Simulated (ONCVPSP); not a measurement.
Sr: ONCV pseudisation with PBE, fully relativistic reference atom.

* Element: strontium
* Generator: ONCVPSP 4.0.1
* Type: optimised norm-conserving Vanderbilt (ONCV)
* Functional: PBE
* Relativity: fully relativistic
* Frozen core: [Ar] 3d10
* Valence charge: 10
* Reference configuration: 4s2 4p6 5s1.75 5p0.25
* Partial waves: 4s+5s: rc 2.00 bohr, ncon 4, nbas 8, qcut 6.6 1/bohr, 2 projectors; 4p+5p: rc 2.25 bohr, ncon 4, nbas 8, qcut 5.4 1/bohr, 3 projectors, debl 0.5 Ha; d scattering state at 0.18 Ha: rc 1.95 bohr, ncon 4, nbas 7, qcut 5.1 1/bohr, local; f scattering state at 0.4 Ha: rc 1.95 bohr, ncon 3, nbas 6, qcut 6.6 1/bohr, 3 projectors, debl 3.2 Ha
* Local potential: the d channel
* Core correction: none

Open shells are filled in proportion to 2j + 1.

In the d channel the program set the typed energies aside and used 0.050 Ha (j = l + 1/2; the other j can differ).

* Cutoffs needed: 14 Ha and 17 Ha (the cutoffs (Ha) at which the residual kinetic energy of the hardest occupied pseudo-wave falls to 1 and 0.1 mHa per electron) The cutoffs count occupied waves only; projector 3 of the f channel, the hardest unoccupied one, needs 50 Ha at the loose tolerance.
* Ghost test: ghosts flagged at negative energy: s at -137.3 eV; no localised positive-energy state flagged; a true bound ghost makes a file unfit for plane-wave use
* Largest excitation error: -29 meV (all-electron minus pseudo) for 4s1 4p6 5s2 5p0, out of 4 test configurations
